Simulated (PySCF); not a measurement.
Input for PySCF: R-HF/3-21G on BH2IO (SMILES OBI), a point of a torsion scan.

```python
from pyscf import gto, scf, dft, mp
from pyscf.data.elements import chemcore

mol = gto.M(
    atom='''
    O    -0.99624389   -0.27391005   -0.32199971
    B     0.02060809    0.51287085   -0.06920714
    I     1.60199371   -0.03843221    1.25514099
    H    -1.32869773   -0.91353717    0.30945498
    H     0.16432967    1.45967718   -0.73901621
    ''',
    basis='3-21g',
    charge=0, spin=0, verbose=3, max_memory=1800)
mf = scf.RHF(mol)
mf.conv_tol = 1e-8
mf.max_cycle = 100
mf.kernel()
if not mf.converged:
    mf = mf.newton().run(mf.mo_coeff, mf.mo_occ)
```

The log:

```
converged SCF energy = -6987.51706615207
```

The run converged.

Cost: roughly 0.4 core-seconds.
